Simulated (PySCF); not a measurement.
**Telling isomers of C₃H₁₁NSi₃ apart by NMR**

- GFN2-xTB structure
- NMR shieldings at PBE0/pcSseg-1/GIAO
- code: PySCF
- in vacuum, single conformer, fast rotation and ring inversion assumed for equivalent nuclei, no relativistic terms

References, each an isolated molecule treated in the same way: ¹H (σ = 31.72 ppm) and ¹³C (σ = 186.93 ppm) against TMS. Where no couplings were computed, multiplicities follow the n + 1 count of equivalent neighbours, and m marks all less simple cases (inequivalent or close neighbours, rings, F or P nearby). Shifts are as computed. Against solution values, carbons near 30 ppm lie about +3 ppm off and those near 130 ppm about +5 ppm. Of 1309 compounds with measured shifts, 239 miss one by over three times the rms of a fit or turn the order of signals round; such compounds aren't used in these exercises.

(1) Tabulate the signals of `C=C1[SiH2][C@H]1N([SiH3])[SiH3]`, `C[C@@H](C#N)[SiH]([SiH3])[SiH3]`, `C[Si]([SiH3])([SiH3])CC#N` and their relative energies.

(2) What is the quickest way to tell C[C@@H](C#N)[SiH]([SiH3])[SiH3] from C[Si]([SiH3])([SiH3])CC#N?

(3) What is the quickest way to tell C=C1[SiH2][C@H]1N([SiH3])[SiH3] from C[Si]([SiH3])([SiH3])CC#N?

(4) What is the quickest way to tell C=C1[SiH2][C@H]1N([SiH3])[SiH3] from C[C@@H](C#N)[SiH]([SiH3])[SiH3]?

## Answers

(1) 
| SMILES | carbon types | δC | δH | E rel. (kcal/mol) |
| --- | --- | --- | --- | --- |
| C=C1[SiH2][C@H]1N([SiH3])[SiH3] | 1×C 1×CH 1×CH2 | 144.2, 134.3, 46.4 | 6.80 (m, 1H), 6.78 (m, 1H), 4.65 (s, 6H), 3.90 (m, 1H), 3.44 (m, 1H), 3.43 (m, 1H) | 41.2 |
| C[C@@H](C#N)[SiH]([SiH3])[SiH3] | 1×C 1×CH 1×CH3 | 127.3, 20.3, 8.0 | 4.09 (m, 1H), 3.67 (d, 3H), 3.66 (d, 3H), 1.94 (m, 1H), 1.46 (d, 3H) | 9.8 |
| C[Si]([SiH3])([SiH3])CC#N | 1×C 1×CH2 1×CH3 | 123.3, 3.1, -1.1 | 3.63 (s, 6H), 1.67 (s, 2H), 0.35 (s, 3H) | 0.0 |

Energies are electronic energies at PBE0/pcSseg-1 on these geometries, without zero-point or thermal terms, each for the one conformer computed, which needn't be the lowest.

(2) Both give the same number of carbon signals, but DEPT or the intensities differ. The first has an sp3 CH bonded to Si, α to a nitrile at 8.0 ppm, the second an sp3 CH2 bonded to Si, α to a nitrile at 3.1 ppm. Their most deshielded carbons lie at 127.3 and 123.3 ppm. In the proton spectra the most deshielded non-exchanging signals are 4.09 (m, 1H) and 3.63 (s, 6H).

(3) Both give the same number of carbon signals, but DEPT or the intensities differ. The first has a terminal =CH2 carbon at 134.3 ppm, the second an sp3 CH2 bonded to Si, α to a nitrile at 3.1 ppm. Their most deshielded carbons lie at 144.2 and 123.3 ppm. In the proton spectra the most deshielded non-exchanging signals are 6.80 (m, 1H) and 3.63 (s, 6H).

(4) Both give the same number of carbon signals, but DEPT or the intensities differ. The first has a terminal =CH2 carbon at 134.3 ppm, the second a methyl carbon (CH3) at 20.3 ppm. Their most deshielded carbons lie at 144.2 and 127.3 ppm. In the proton spectra the most deshielded non-exchanging signals are 6.80 (m, 1H) and 4.09 (m, 1H).
